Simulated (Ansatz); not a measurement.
Si(OtBu)H3 (C4H12OSi). Charge 0, multiplicity 1. Geometry PBE-D4/def2-SVP, basis def2-TZVP, Ansatz.

```csv
run,HOMO (eV),LUMO (eV)
A,-6.80,-0.03
B,-10.32,1.97
C,-6.39,-0.35
D,-7.96,0.38
E,-6.61,-0.75
F,-6.48,-0.47
```

Another isomer (singlet) lies 1.12 eV lower at PBE0-D4/def2-TZVP; other spin states weren't run for this one.

The runs used BLYP, LDA (SPW92), PBE, PBE0, r2SCAN, ωB97M-V. Estimate which is which.

A r2SCAN (0 % exact exchange); B ωB97M-V (range-separated); C BLYP (0 % exact exchange); D PBE0 (25 % exact exchange); E LDA (SPW92) (0 % exact exchange); F PBE (0 % exact exchange). Exact exchange lowers occupied and raises empty levels; among semilocal functionals meta-GGAs tend to open the gap a little, and such runs are hard to tell apart. The gap grows from 5.86 eV (LDA (SPW92)) to 12.29 eV (ωB97M-V).
